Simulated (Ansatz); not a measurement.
Molecule: CH₃Be (charge +1, singlet). It need not be the lowest isomer of its formula. SMILES: [Be+][CH3]
Geometry: optimised at B3LYP-D3(BJ)/def2-TZVP (Ansatz, a first-principles code).

Wanted: vertical electron affinity (to the doublet state of charge +0; a negative value means that the extra electron is unbound and the number depends on the basis; each state is the SCF solution reached for its spin; the molecule has degenerate orbitals, so one determinant may break the symmetry), in eV. Cores are frozen in the correlated levels unless marked. Open shells are spin-unrestricted. No spin-orbit coupling. Non-relativistic. CBS(X,Y): correlation extrapolated as X^-3; Hartree-Fock from the larger set. [CCSD(T)-MP2]/basis is that difference in the basis named.

```
level                                                          program  vertical electron affinity (eV)  minus last row
-------------------------------------------------------------  -------  -------------------------------  --------------
PBE0/def2-TZVPD                                                 Ansatz                             7.90            0.09
MP2/def2-TZVPPD                                                 Ansatz                             7.74           -0.07
MP2/CBS(def2-TZVPPD,def2-QZVPPD)                                Ansatz                             7.76           -0.05
SCS-MP2/def2-SVPD                                               Ansatz                             7.70           -0.11
SCS-MP2/def2-TZVPPD                                             Ansatz                             7.72           -0.09
RI-MP2/CBS(def2-TZVPPD,def2-QZVPPD)+[CCSD(T)-MP2]/def2-TZVPPD   Ansatz                             7.81            0.00
CCSD(T)/CBS(def2-TZVPPD,def2-QZVPPD)                            Ansatz                             7.81            0.00
```
